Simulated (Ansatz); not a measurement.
Al₂Te₄⁻. Charge -1, multiplicity 2. Geometry PBE-D4/def2-SVPD; atoms count from 1.

| atom | x (Å) | y (Å) | z (Å) |
| --- | --- | --- | --- |
| Al1 | 0.640 | 1.901 | 0.890 |
| Al2 | -0.172 | -0.612 | -0.750 |
| Te3 | 0.747 | 1.688 | -1.695 |
| Te4 | -1.504 | 0.338 | 1.611 |
| Te5 | -0.855 | -2.671 | -1.859 |
| Te6 | 1.144 | -0.644 | 1.802 |

In the def2 sets Te takes a core potential; there is no spin–orbit coupling. Another isomer (doublet) lies 1.08 eV lower at PBE0-D4/def2-SVP; other spin states weren't run for this one.

(1) Estimate the Mulliken populations from the PBE0/def2-SVP orbitals of Ansatz.

(2) Where does the spin sit?

(3) And the Mayer bond orders between heavy atoms (over 0.3)?

Answers

(1) 
| atom | charge (e) | spin (α − β) |
| --- | --- | --- |
| Al1 | 0.26 | 0.69 |
| Al2 | 0.36 | -0.01 |
| Te3 | -0.46 | 0.19 |
| Te4 | -0.27 | 0.05 |
| Te5 | -0.62 | 0.02 |
| Te6 | -0.27 | 0.05 |
Mulliken values depend strongly on the basis.

(2) Summed by element: Al 0.69, Te 0.31, of 1 unpaired in all. Largest on single atoms: Al1 0.69, Te3 0.19, Te4 0.05.

(3) Al1–Te3 1.03 (2.60 Å); Al1–Te4 0.63 (2.75 Å); Al1–Te6 0.63 (2.75 Å); Al2–Te3 0.82 (2.65 Å); Al2–Te4 0.41 (2.87 Å); Al2–Te5 1.74 (2.44 Å); Al2–Te6 0.41 (2.87 Å); Te4–Te6 1.03 (2.83 Å).
